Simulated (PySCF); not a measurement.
# How the method changes the shape and vibrations of AlClH3OSi cation

All numbers below are calculated, not measured. They come from PySCF 2.14.0, an open-source quantum chemistry program, on an isolated molecule that a program drew, which may never have been made. The molecule is AlClH3OSi cation (charge +1, singlet), drawn as the SMILES string `[SiH3][O][Al+][Cl]`.

The geometry was optimised and harmonic frequencies were computed with HF and MP2, all in the cc-pV(D+d)Z basis, for the commonest isotopes, with a restricted reference for singlets and an unrestricted one otherwise, and a frozen core in MP2. Each result is a local minimum of its method.

Geometry at the HF minimum:
```xyz
7
AlClH3OSi cation, angstrom
Si    1.5384   -0.5084    1.5895
O     0.4899   -1.8454    1.8631
Al   -0.4837   -3.0877    2.1170
Cl   -1.7054   -4.6471    2.4336
H     2.6952   -0.7260    2.4648
H     1.8814   -0.5585    0.1641
H     0.7633    0.6837    1.9503
```

Lengths of the bonds as drawn, in Å (atoms numbered as above):
```
   bond     HF    MP2
 Si1-O2  1.721  1.747
 O2-Al3  1.599  1.622
Al3-Cl4  2.006  2.019
 Si1-H5  1.467  1.469
 Si1-H6  1.467  1.469
 Si1-H7  1.467  1.469
```

Rotational constants, in GHz:
```
constant     HF     MP2
       A   83.8   83.15
       B  1.006  0.9839
       C  1.006  0.9839
```

Harmonic frequencies in cm^-1, each column in rising order, so a row needn't be the same motion in every method:
```
rank    HF   MP2
   1    79    65
   2    79    65
   3   205   164
   4   205   164
   5   393   375
   6   706   679
   7   769   720
   8   769   720
   9  1029   978
  10  1030   979
  11  1030   979
  12  1239     ?
  13  2385  2341
  14  2399  2369
  15  2399  2369
```

**Estimate the missing MP2 frequency from the HF column.**

A single factor s that minimises the squared misfit of MP2 against s times HF over the other rows is sum(HF x MP2) / sum(HF^2) = 0.9764, with an rms misfit of 25 cm^-1. For rank 12 it gives 0.9764 x 1239 = 1210 cm^-1. The calculation gives 1182 cm^-1, 28 cm^-1 below the estimate. The drawn bonds are on average 0.7 % longer in MP2 than in HF.
